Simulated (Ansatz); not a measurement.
Born–Oppenheimer molecular dynamics of H$_{6}$OSn (8 atoms, charge 0, multiplicity 1). It starts at the highest image of a converged band, a first-order saddle point between two minima.

Theory: RKS B3LYP-D4/def2-SVP in Ansatz 0.2.0.

```
ensemble                      : NVE (velocity Verlet)
time step                     : 0.5 fs
steps asked                   : 200
starting velocities drawn for : 300 K
seed                          : 5014
```

Frames 0.5 fs apart, positions in Å, forces in eV/Å.

Velocities at 25 fs (Å/ps):

```
Sn -2.64 -0.68 0.04
H 46.81 44.87 82.28
H 1.59 -10.96 40.68
H -3.82 -6.11 15.68
H 51.17 5.66 -17.57
O 10.61 0.55 -11.06
H 8.15 8.16 -11.43
H 38.30 29.94 61.52
```

```xyz
8
Properties=species:S:1:pos:R:3:forces:R:3 time_fs=25 energy_less_start_eV=-1.179 T=1820
Sn -0.225 0.024 -0.269 -1.28 0.03 0.22
H 0.002 1.179 2.975 -0.43 -0.44 -0.19
H 1.256 -0.368 0.501 -0.04 -0.10 0.14
H -0.436 1.720 -0.431 0.14 -0.10 -0.15
H -0.441 -0.921 -1.708 0.12 0.16 0.09
O -1.974 -0.325 0.810 1.21 -0.73 -0.17
H -1.999 -1.279 1.054 -0.08 0.73 -0.15
H -0.549 0.690 2.713 0.36 0.44 0.22
8
Properties=species:S:1:pos:R:3:forces:R:3 time_fs=25.5 energy_less_start_eV=-1.187 T=1830
Sn -0.227 0.024 -0.269 -1.04 -0.03 0.25
H 0.025 1.201 3.016 -0.63 -0.62 -0.31
H 1.257 -0.374 0.522 -0.17 -0.06 0.06
H -0.438 1.717 -0.423 0.14 -0.05 -0.17
H -0.416 -0.918 -1.716 0.10 0.17 0.12
O -1.969 -0.325 0.804 1.13 -0.56 -0.18
H -1.995 -1.274 1.048 -0.10 0.53 -0.09
H -0.529 0.705 2.744 0.56 0.62 0.32
8
Properties=species:S:1:pos:R:3:forces:R:3 time_fs=26 energy_less_start_eV=-1.192 T=1837
Sn -0.228 0.023 -0.269 -0.79 -0.09 0.27
H 0.046 1.221 3.057 -0.73 -0.71 -0.37
H 1.258 -0.380 0.543 -0.29 -0.02 -0.02
H -0.439 1.714 -0.416 0.14 0.00 -0.18
H -0.390 -0.915 -1.725 0.08 0.19 0.15
O -1.963 -0.325 0.799 1.05 -0.33 -0.22
H -1.991 -1.268 1.042 -0.11 0.26 -0.01
H -0.508 0.722 2.776 0.66 0.71 0.38
8
Properties=species:S:1:pos:R:3:forces:R:3 time_fs=26.5 energy_less_start_eV=-1.197 T=1844
Sn -0.229 0.023 -0.269 -0.55 -0.15 0.29
H 0.066 1.240 3.096 -0.74 -0.72 -0.39
H 1.257 -0.386 0.563 -0.40 0.01 -0.10
H -0.440 1.710 -0.409 0.14 0.05 -0.19
H -0.363 -0.911 -1.733 0.06 0.19 0.18
O -1.958 -0.325 0.793 0.96 -0.05 -0.26
H -1.988 -1.261 1.036 -0.13 -0.05 0.07
H -0.486 0.741 2.808 0.67 0.71 0.40
8
Properties=species:S:1:pos:R:3:forces:R:3 time_fs=27 energy_less_start_eV=-1.202 T=1850
Sn -0.231 0.022 -0.269 -0.32 -0.20 0.30
H 0.084 1.257 3.134 -0.66 -0.64 -0.36
H 1.256 -0.392 0.584 -0.50 0.05 -0.17
H -0.441 1.707 -0.403 0.14 0.10 -0.20
H -0.337 -0.906 -1.741 0.04 0.20 0.20
O -1.952 -0.325 0.787 0.86 0.22 -0.30
H -1.984 -1.254 1.030 -0.16 -0.37 0.16
H -0.462 0.761 2.842 0.59 0.63 0.36
8
Properties=species:S:1:pos:R:3:forces:R:3 time_fs=27.5 energy_less_start_eV=-1.206 T=1856
Sn -0.232 0.022 -0.269 -0.09 -0.24 0.30
H 0.100 1.272 3.172 -0.48 -0.48 -0.28
H 1.253 -0.397 0.604 -0.58 0.08 -0.23
H -0.441 1.704 -0.397 0.14 0.15 -0.20
H -0.311 -0.902 -1.748 0.01 0.21 0.23
O -1.946 -0.325 0.782 0.76 0.46 -0.33
H -1.982 -1.248 1.024 -0.18 -0.64 0.24
H -0.436 0.783 2.877 0.41 0.47 0.27
8
Properties=species:S:1:pos:R:3:forces:R:3 time_fs=28 energy_less_start_eV=-1.207 T=1857
Sn -0.234 0.022 -0.269 0.13 -0.27 0.29
H 0.115 1.286 3.208 -0.21 -0.23 -0.13
H 1.249 -0.403 0.623 -0.64 0.10 -0.29
H -0.441 1.702 -0.391 0.14 0.19 -0.21
H -0.284 -0.896 -1.754 -0.01 0.21 0.25
O -1.940 -0.325 0.776 0.64 0.61 -0.33
H -1.979 -1.244 1.019 -0.19 -0.83 0.30
H -0.410 0.806 2.912 0.15 0.22 0.13
8
Properties=species:S:1:pos:R:3:forces:R:3 time_fs=28.5 energy_less_start_eV=-1.203 T=1851
Sn -0.235 0.021 -0.269 0.34 -0.29 0.27
H 0.130 1.300 3.245 0.11 0.07 0.05
H 1.244 -0.408 0.642 -0.68 0.12 -0.33
H -0.441 1.700 -0.387 0.14 0.23 -0.22
H -0.258 -0.890 -1.760 -0.04 0.21 0.26
O -1.933 -0.324 0.770 0.50 0.64 -0.30
H -1.977 -1.242 1.015 -0.20 -0.90 0.32
H -0.383 0.830 2.947 -0.17 -0.08 -0.05
8
Properties=species:S:1:pos:R:3:forces:R:3 time_fs=29 energy_less_start_eV=-1.193 T=1839
Sn -0.236 0.021 -0.269 0.55 -0.30 0.25
H 0.144 1.314 3.282 0.44 0.38 0.25
H 1.237 -0.413 0.660 -0.71 0.14 -0.37
H -0.441 1.698 -0.382 0.14 0.26 -0.22
H -0.232 -0.884 -1.766 -0.06 0.21 0.28
O -1.927 -0.324 0.764 0.35 0.54 -0.22
H -1.976 -1.242 1.012 -0.20 -0.83 0.30
H -0.356 0.853 2.983 -0.50 -0.39 -0.25
8
Properties=species:S:1:pos:R:3:forces:R:3 time_fs=29.5 energy_less_start_eV=-1.182 T=1824
Sn -0.238 0.021 -0.269 0.75 -0.29 0.21
H 0.161 1.329 3.319 0.71 0.62 0.41
H 1.228 -0.417 0.677 -0.73 0.16 -0.40
H -0.440 1.697 -0.378 0.14 0.28 -0.22
H -0.205 -0.877 -1.770 -0.09 0.21 0.28
O -1.921 -0.324 0.758 0.17 0.31 -0.10
H -1.975 -1.244 1.009 -0.19 -0.65 0.25
H -0.331 0.876 3.018 -0.76 -0.64 -0.42
8
Properties=species:S:1:pos:R:3:forces:R:3 time_fs=30 energy_less_start_eV=-1.173 T=1813
Sn -0.239 0.020 -0.269 0.95 -0.26 0.16
H 0.178 1.345 3.357 0.84 0.75 0.51
H 1.218 -0.422 0.693 -0.73 0.17 -0.42
H -0.438 1.697 -0.375 0.14 0.29 -0.23
H -0.179 -0.870 -1.775 -0.11 0.20 0.29
O -1.914 -0.323 0.753 -0.02 0.00 0.04
H -1.974 -1.247 1.006 -0.17 -0.37 0.18
H -0.308 0.896 3.051 -0.89 -0.76 -0.52
8
Properties=species:S:1:pos:R:3:forces:R:3 time_fs=30.5 energy_less_start_eV=-1.169 T=1808
Sn -0.240 0.020 -0.269 1.14 -0.22 0.10
H 0.198 1.363 3.396 0.80 0.71 0.50
H 1.205 -0.425 0.708 -0.71 0.17 -0.44
H -0.437 1.697 -0.372 0.14 0.29 -0.23
H -0.154 -0.862 -1.778 -0.14 0.19 0.29
O -1.908 -0.323 0.747 -0.23 -0.36 0.21
H -1.974 -1.251 1.005 -0.15 -0.06 0.09
H -0.286 0.915 3.084 -0.84 -0.73 -0.51
```

Of the whole run (100 fs, mean temperature of the second half 1529 K): The conserved energy stayed within 0.13 meV per atom of its start (net change 0.0022 meV per atom), so the integration is sound. The kinetic energy rose, since the run started high on the potential surface and went downhill. It ends in pieces (H2 + H4OSn), so much of that is their flight and rotation, not heat. A run of 0.1 ps of so small a system gives no equilibrium averages. The orbitals stay closed-shell, which can raise the energy where a bond breaks towards radicals; this wasn't checked here.

Run time: 7.9 min on 1 thread of Arm Neoverse V1, with other jobs on the host, peak memory 0.13 GiB.
